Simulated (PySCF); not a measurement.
`CC[NH][GeH2][CH2][GeH3]`, C$_{3}$H$_{13}$Ge$_{2}$N

Molfile (atoms numbered from 1):
```
C3H13Ge2N
     RDKit          3D

 19 18  0  0  0  0  0  0  0  0999 V2000
   -2.9230    1.0001    0.2732 C   0  0  0  0  0  0  0  0  0  0  0  0
   -1.6141    0.4187   -0.2450 C   0  0  0  0  0  0  0  0  0  0  0  0
   -0.8910   -0.2635    0.8137 N   0  0  0  0  0  0  0  0  0  0  0  0
    0.3530   -1.5129    0.4049 Ge  0  0  0  0  0  4  0  0  0  0  0  0
    1.7886   -0.9264   -0.8408 C   0  0  0  0  0  0  0  0  0  0  0  0
    2.8351    0.5849   -0.1645 Ge  0  0  0  0  0  4  0  0  0  0  0  0
   -3.5150    0.2163    0.7385 H   0  0  0  0  0  0  0  0  0  0  0  0
   -2.7287    1.7728    1.0144 H   0  0  0  0  0  0  0  0  0  0  0  0
   -3.4912    1.4358   -0.5449 H   0  0  0  0  0  0  0  0  0  0  0  0
   -1.8256   -0.3253   -1.0196 H   0  0  0  0  0  0  0  0  0  0  0  0
   -1.0148    1.2203   -0.7054 H   0  0  0  0  0  0  0  0  0  0  0  0
   -0.6433    0.3867    1.5487 H   0  0  0  0  0  0  0  0  0  0  0  0
   -0.4220   -2.6343   -0.2460 H   0  0  0  0  0  0  0  0  0  0  0  0
    0.9005   -1.9689    1.7270 H   0  0  0  0  0  0  0  0  0  0  0  0
    1.3362   -0.6576   -1.7964 H   0  0  0  0  0  0  0  0  0  0  0  0
    2.4540   -1.7682   -1.0287 H   0  0  0  0  0  0  0  0  0  0  0  0
    3.4183    0.2927    1.1805 H   0  0  0  0  0  0  0  0  0  0  0  0
    2.0047    1.8232   -0.0272 H   0  0  0  0  0  0  0  0  0  0  0  0
    3.9683    0.9148   -1.0899 H   0  0  0  0  0  0  0  0  0  0  0  0
  1  2  1  0
  2  3  1  0
  3  4  1  0
  4  5  1  0
  5  6  1  0
  1  7  1  0
  1  8  1  0
  1  9  1  0
  2 10  1  0
  2 11  1  0
  3 12  1  0
  4 13  1  0
  4 14  1  0
  5 15  1  0
  5 16  1  0
  6 17  1  0
  6 18  1  0
  6 19  1  0
M  END
```

Computed with GIAO B97-2/pcSseg-1 magnetisability, rotational g tensor and spin-rotation constants, non-relativistic, gas phase (PySCF). Geometry: GFN2-xTB.

The calculation is non-relativistic, which matters for the atoms heavier than Zn.

(1) What are the magnetisability and the molar susceptibility?

(2) Split it along the inertial axes a, b, c into diamagnetic and paramagnetic parts about the centre of mass, with the quadrupole moment.

(3) And the rotational g tensor?

Results:

(1) Isotropic -1722 × 10⁻³⁰ J/T², or -103.7 × 10⁻⁶ cm³/mol; principal values -1770, -1715, -1681 × 10⁻³⁰ J/T², anisotropy 78 × 10⁻³⁰ J/T² (root of half the summed squared differences of the principal values). The susceptibility is in cgs units.

(2) 
```tsv
axis	χ (10⁻⁶ cm³/mol)	diamagnetic (10⁻⁶ cm³/mol)	paramagnetic (10⁻⁶ cm³/mol)	summed x² of all electrons (Å²)	quadrupole Θ (D Å)
a	-104.9	-714.6	609.8	387.6	-4.64
b	-104.9	-1804.5	1699.6	130.7	+1.81
c	-101.3	-2198.5	2097.2	37.8	+2.83
```
Anisotropies 2χaa − χbb − χcc = -3.5 and 2χbb − χaa − χcc = -3.7 × 10⁻⁶ cm³/mol. Θ is traceless in Buckingham's convention.

(3) 
```
axis  rotational constant (GHz)        g  nuclear part  electronic part
   a                     2.0151  -0.0081        0.5692          -0.5773
   b                     0.6760  -0.0039        0.5359          -0.5398
   c                     0.5427  -0.0042        0.5305          -0.5347
```
Asymmetric top; isotopes 12C, 74Ge, 1H, 14N; no vibrational averaging.
